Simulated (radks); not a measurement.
Valence configurations of Co II (all share [Ar]). Calculated with a radial shooting solver on a logarithmic mesh with Libxc functionals: scalar-relativistic Kohn-Sham, BLYP, spin-polarised, spherical densities, point nucleus; open shells are filled with parallel spins first. Energies are relative to 3d8; eigenvalues in eV for spin up.

3d8: E (eV) 0.000; moment (Bohr magnetons) 2; e(3d) -13.059
3d7.5 4s0.5: E (eV) 0.086; moment (Bohr magnetons) 3; e(3d) -15.419; e(4s) -12.453
3d7 4s1: E (eV) 0.645; moment (Bohr magnetons) 4; e(3d) -18.065; e(4s) -13.376
3d7 4p1: E (eV) 6.198; moment (Bohr magnetons) 4; e(3d) -19.517; e(4p) -8.648
3d5.5 4s0.5 4p2: E (eV) 19.370; moment (Bohr magnetons) 7; e(3d) -30.307; e(4p) -11.077; e(4s) -17.749
3d6 4p2: E (eV) 16.115; moment (Bohr magnetons) 6; e(3d) -26.938; e(4p) -10.486
3d5 4s2 4p1: E (eV) 18.898; moment (Bohr magnetons) 6; e(3d) -32.829; e(4p) -10.818; e(4s) -17.631
3d7.5 4p0.5: E (eV) 2.694; moment (Bohr magnetons) 3; e(3d) -16.154; e(4p) -7.677
3d6.5 4s1.5: E (eV) 2.516; moment (Bohr magnetons) 4; e(3d) -21.044; e(4s) -14.104
3d6.5 4p1.5: E (eV) 10.637; moment (Bohr magnetons) 5; e(3d) -23.120; e(4p) -9.581

NIST lists [Ar] 3d8 as the ground configuration; this level of theory agrees among the configurations tried. The energies are those of spherical high-spin densities, not of single terms.
